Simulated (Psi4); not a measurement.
sodium atom (Na), doublet; HF/def2-TZVPP (Psi4).

Input for Psi4:
```
memory 2 GB

molecule mol {
0 2
Na    0.000000    0.000000    0.000000
}

set {
  basis def2-tzvpp
  reference uhf
}

energy('scf')
print_variables()
```

Question: Write the output that Psi4 gives for this input, abridged.

Answer: 
```
   => Loading Basis Set <=

    Name: DEF2-TZVPP
    Role: ORBITAL
    Keyword: BASIS

         ---------------------------------------------------------
                                   SCF
               by Justin Turney, Rob Parrish, Andy Simmonett
                          and Daniel G. A. Smith
                              UHF Reference
         ---------------------------------------------------------

  ==> Geometry <==

    Molecular point group: d2h
    Geometry (in Angstrom), charge = 0, multiplicity = 2:

       Center              X                  Y                   Z               Mass
    ------------   -----------------  -----------------  -----------------  -----------------
         NA           0.000000000000     0.000000000000     0.000000000000    22.989769282000

  Running in d2h symmetry.

  Rotational constants: A = ************  B = ************  C = ************ [cm^-1]
  Rotational constants: A = ************  B = ************  C = ************ [MHz]
  Nuclear repulsion =    0.000000000000000

  Charge       = 0
  Multiplicity = 2
  Electrons    = 11
  Nalpha       = 6
  Nbeta        = 5

  ==> Algorithm <==

  SCF Algorithm Type is DF.
  DIIS enabled.
  MOM disabled.
  Fractional occupation disabled.
  Guess Type is CORE.
  Energy threshold   = 1.00e-06
  Density threshold  = 1.00e-06
  Integral threshold = 1.00e-12

  ==> Primary Basis <==

  Basis Set: DEF2-TZVPP
    Blend: DEF2-TZVPP
    Number of shells: 12
    Number of basis functions: 32
    Number of Cartesian functions: 35
    Spherical Harmonics?: true
    Max angular momentum: 2

   => Loading Basis Set <=

    Name: (DEF2-TZVPP AUX)
    Role: JKFIT
    Keyword: DF_BASIS_SCF

  ==> Integral Setup <==

  SCF_SUBTYPE=INCORE selected. In-core MEM_DF algorithm will be used.
  Using in-core AOs.

  ==> MemDFJK: Density-Fitted J/K Matrices <==

    J tasked:                   Yes
    K tasked:                   Yes
    wK tasked:                   No
    Algorithm:                 Core
    Schwarz Cutoff:           1E-12
    Mask sparsity (%):       0.0000
    Fitting Condition:        1E-10

   => Auxiliary Basis Set <=

  Basis Set: (DEF2-TZVPP AUX)
    Blend: DEF2-UNIVERSAL-JKFIT
    Number of shells: 34
    Number of basis functions: 112
    Number of Cartesian functions: 137
    Spherical Harmonics?: true
    Max angular momentum: 4

  Minimum eigenvalue in the overlap matrix is 1.0315852959E-01.
  Reciprocal condition number of the overlap matrix is 4.5261663772E-02.
    Using symmetric orthogonalization.

  ==> Pre-Iterations <==

  SCF Guess: Core (One-Electron) Hamiltonian.

   -------------------------------------------------------
    Irrep   Nso     Nmo     Nalpha   Nbeta   Ndocc  Nsocc
   -------------------------------------------------------
     Ag        11      11       3       2       2       1
     B1g        3       3       0       0       0       0
     B2g        3       3       0       0       0       0
     B3g        3       3       0       0       0       0
     Au         0       0       0       0       0       0
     B1u        4       4       1       1       1       0
     B2u        4       4       1       1       1       0
     B3u        4       4       1       1       1       0
   -------------------------------------------------------
    Total      32      32       6       5       5       1
   -------------------------------------------------------

  ==> Iterations <==

                           Total Energy        Delta E     RMS |[F,P]|

    Occupation by irrep:
             Ag   B1g   B2g   B3g    Au   B1u   B2u   B3u
    DOCC [     3,    0,    0,    0,    0,    0,    1,    1 ]
    SOCC [     0,    0,    0,    0,    0,    1,    0,    0 ]
    NA   [     3,    0,    0,    0,    0,    1,    1,    1 ]
    NB   [     3,    0,    0,    0,    0,    0,    1,    1 ]

   @DF-UHF iter   1:  -152.76461952977888   -1.52765e+02   3.43175e-01 ADIIS
    Occupation by irrep:
             Ag   B1g   B2g   B3g    Au   B1u   B2u   B3u
    DOCC [     2,    0,    0,    0,    0,    1,    1,    1 ]
    SOCC [     1,    0,    0,    0,    0,    0,    0,    0 ]
    NA   [     3,    0,    0,    0,    0,    1,    1,    1 ]
    NB   [     2,    0,    0,    0,    0,    1,    1,    1 ]

   @DF-UHF iter   2:  -149.09691539473235    3.66770e+00   3.59758e-01 ADIIS
   @DF-UHF iter   3:  -161.80162276164583   -1.27047e+01   3.37686e-02 DIIS/ADIIS
   @DF-UHF iter   4:  -161.85070321113818   -4.90804e-02   2.00587e-03 DIIS/ADIIS
   @DF-UHF iter   5:  -161.85160103096544   -8.97820e-04   5.01144e-04 DIIS/ADIIS
   @DF-UHF iter   6:  -161.85181511740493   -2.14086e-04   1.76089e-04 DIIS/ADIIS
   @DF-UHF iter   7:  -161.85185647257214   -4.13552e-05   2.91660e-05 DIIS
   @DF-UHF iter   8:  -161.85185718904569   -7.16474e-07   3.46769e-06 DIIS
   @DF-UHF iter   9:  -161.85185719030630   -1.26062e-09   3.29309e-07 DIIS
  Energy and wave function converged.

  ==> Post-Iterations <==

   @Spin Contamination Metric:   5.615796911E-05
   @S^2 Expected:                7.500000000E-01
   @S^2 Observed:                7.500561580E-01
   @S   Expected:                5.000000000E-01
   @S   Observed:                5.000000000E-01

    Orbital Energies [Eh]
    ---------------------

    Alpha Occupied:

       1Ag   -40.478038     2Ag    -2.800680     1B1u   -1.518847
       1B2u   -1.518847     1B3u   -1.518847     3Ag    -0.181801

    Alpha Virtual:

       2B2u    0.031983     2B3u    0.031983     2B1u    0.031983
       4Ag     0.076273     3B1u    0.223399     3B2u    0.223399
       3B3u    0.223399     5Ag     0.271426     1B2g    0.271426
       1B3g    0.271426     6Ag     0.271426     1B1g    0.271426
       7Ag     1.222135     2B1g    1.222135     8Ag     1.222135
       2B2g    1.222135     2B3g    1.222135     4B1u    1.453366
       4B2u    1.453366     4B3u    1.453366     9Ag     3.812688
      10Ag     6.177208     3B3g    6.177208     3B2g    6.177208
      11Ag     6.177208     3B1g    6.177208

    Beta Occupied:

       1Ag   -40.475447     2Ag    -2.793426     1B3u   -1.516778
       1B2u   -1.516778     1B1u   -1.516778

    Beta Virtual:

       3Ag     0.013467     2B1u    0.060637     2B3u    0.060637
       2B2u    0.060637     4Ag     0.115463     3B1u    0.253492
       3B3u    0.253492     3B2u    0.253492     5Ag     0.294543
       1B2g    0.294543     1B3g    0.294543     1B1g    0.294543
       6Ag     0.294543     7Ag     1.230185     2B2g    1.230185
       2B3g    1.230185     2B1g    1.230185     8Ag     1.230185
       4B3u    1.462456     4B2u    1.462456     4B1u    1.462456
       9Ag     3.826117    10Ag     6.178917     3B1g    6.178917
       3B2g    6.178917     3B3g    6.178917    11Ag     6.178917

    Final Occupation by Irrep:
             Ag   B1g   B2g   B3g    Au   B1u   B2u   B3u
    DOCC [     2,    0,    0,    0,    0,    1,    1,    1 ]
    SOCC [     1,    0,    0,    0,    0,    0,    0,    0 ]
    NA   [     3,    0,    0,    0,    0,    1,    1,    1 ]
    NB   [     2,    0,    0,    0,    0,    1,    1,    1 ]

  @DF-UHF Final Energy:  -161.85185719030630

   => Energetics <=

    Nuclear Repulsion Energy =              0.0000000000000000
    One-Electron Energy =                -227.8674556515051961
    Two-Electron Energy =                  66.0155984611989055
    Total Energy =                       -161.8518571903063048

  UHF NO Occupations:
  HONO-2 :    1B2u 1.9999909
  HONO-1 :    1B3u 1.9999909
  HONO-0 :    3 Ag 1.0000000
  LUNO+0 :    2B3u 0.0000091
  LUNO+1 :    2B2u 0.0000091
  LUNO+2 :    2B1u 0.0000091
  LUNO+3 :    4 Ag 0.0000008

Computation Completed

Properties will be evaluated at   0.000000,   0.000000,   0.000000 [a0]

Properties computed using the SCF density matrix

 Multipole Moments:

 ------------------------------------------------------------------------------------
     Multipole            Electronic (a.u.)      Nuclear  (a.u.)        Total (a.u.)
 ------------------------------------------------------------------------------------

 L = 1.  Multiply by 2.5417464519 to convert [e a0] to [Debye]
 Dipole X            :          0.0000000            0.0000000            0.0000000
 Dipole Y            :          0.0000000            0.0000000            0.0000000
 Dipole Z            :          0.0000000            0.0000000            0.0000000
 Magnitude           :                                                    0.0000000

 ------------------------------------------------------------------------------------

  Variable Map:
  ----------------------------------------------------------------------------
  "CURRENT ENERGY"           =>    -161.851857190306
  "CURRENT REFERENCE ENERGY" =>    -161.851857190306
  "DD SOLVATION ENERGY"      =>       0.000000000000
  "HF KINETIC ENERGY"        =>     161.858493801565
  "HF POTENTIAL ENERGY"      =>    -323.710350991871
  "HF TOTAL ENERGY"          =>    -161.851857190306
  "HF VIRIAL RATIO"          =>       1.999958997448
  "NUCLEAR REPULSION ENERGY" =>       0.000000000000
  "ONE-ELECTRON ENERGY"      =>    -227.867455651505
  "PCM POLARIZATION ENERGY"  =>       0.000000000000
  "PE ENERGY"                =>       0.000000000000
  "SCF ITERATION ENERGY"     =>    -161.851857190306
  "SCF ITERATIONS"           =>       9.000000000000
  "SCF TOTAL ENERGY"         =>    -161.851857190306
  "TWO-ELECTRON ENERGY"      =>      66.015598461199

  Array Variable Map:
  ----------------------------------------------------------------------------
  "CURRENT DIPOLE"           =>       0.000000000000 ... 0.000000000000 1 by 3
  "SCF DIPOLE"               =>       0.000000000000 ... 0.000000000000 1 by 3
  "SCF TOTAL ENERGIES"       =>    -152.764619529779 ... -161.851857190306 1 by 9
```
